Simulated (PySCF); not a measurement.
# Dipole moment and polarisability of (F)3Ti-S-SiH3

Compound: (F)3Ti-S-SiH3 (singlet state).
Geometry (PBE0-D3(BJ)/def2-SVP, Å), atoms numbered from 1 in this order:
```
atom  x, y, z in Å
Ti1   -0.6993    1.3798    0.6233
F2    -1.9527    2.5619    0.5517
F3    -0.7063    0.5323    2.1310
F4     0.8671    2.0893    0.4373
S5    -1.0391   -0.0901   -1.0645
Si6    0.6440   -1.4104   -0.7230
H7     0.5810   -1.9659    0.6593
H8     1.9239   -0.6693   -0.9080
H9     0.5141   -2.4970   -1.7327
```

Level: PBE0/def2-SVPD (PySCF), static field, nuclei fixed, core orbitals frozen in the response. The polarisability tensor in these axes (au):

```
x    76.78 -10.27  -1.08
y   -10.27  92.91  13.97
z    -1.08  13.97  79.69
```

**Question.** Give the principal values, the mean and the anisotropy Δα = √{½[(α1 − α2)² + (α2 − α3)² + (α1 − α3)²]}.

**Answer.** Principal values 67.66, 76.84 and 104.87 au; mean 83.12 au = 12.32 Å³ = 13.71 × 10⁻⁴⁰ C²·m²/J; Δα = 33.57 au (40 % of the mean).

**Question.** What is the dipole moment, and where does it point?

**Answer.** (0.76, -1.31, -0.50) D, 1.59 D in size, pointing from the negative to the positive side. Measured along this direction, the outermost atoms are F2 at the negative end and H9 at the positive end.

**Question.** What are the principal values of the traceless quadrupole moment, Θ = ½Σq(3rr − r²1), about the centre of nuclear charge?

**Answer.** -3.25, -2.73, 5.97 D·Å. The values depend on the origin, since the dipole doesn't vanish. The electronic extent ⟨r²⟩ about the same centre is 1205 bohr², a root-mean-square distance of 2.03 Å for the 82 electrons.

**Question.** Form Σ f/ω² (atomic units) for the 15 lowest TDDFT singlets, given as eV and f, and set it beside the mean polarisability, which is this sum over all singlets: 3.49, 0.0002; 3.95, 0.0169; 4.34, 0.0025; 4.37, 0.0019; 4.43, 0.0006; 4.92, 0.0002; 5.16, 0.0007; 5.56, 0.0068; 5.78, 0.0000; 5.82, 0.0088; 6.01, 0.0007; 6.28, 0.1384; 6.35, 0.0132; 6.40, 0.0090; 6.54, 0.0034.

**Answer.** They add up to 4.47 au, 5.4 % of the 83.12 au; the largest single term is 2.60 au, from the state at 6.28 eV. Terms in order: 0.01, 0.80, 0.10, 0.08, 0.02, 0.01, 0.02, 0.16, 0.00, 0.19, 0.02, 2.60, 0.24, 0.16, 0.06 au. Higher excitations give the rest. The strengths listed sum to 0.203.

**Question.** Orientational against electronic polarisability at 250 K (dilute gas, rigid molecules)?

**Answer.** In Gaussian units μ²/3kT = 24.52 Å³ against 12.32 Å³, a ratio of 1.99; the Debye molar polarisation (4π/3)N_A(α + μ²/3kT) is 92.9 cm³/mol, leaving out the vibrational part.

**Question.** Refractivity n − 1 of an ideal gas of it at 400 K and 1 atm, from the electronic α?

**Answer.** N = p/kT = 1.8347 × 10¹⁹ cm⁻³, so n − 1 = 2π × N × 12.32 × 10⁻²⁴ cm³ = 1420 × 10⁻⁶ at long wavelengths.

Isolated species at its PBE0-D3(BJ)/def2-SVP geometry, gas phase.

The run behind these numbers computed excited states and ΔSCF ions as well. On one thread of an Arm Neoverse V1, on a shared host, this took 1.7 min wall (grids of density and orbitals included) and 0.88 GiB of memory at its peak.
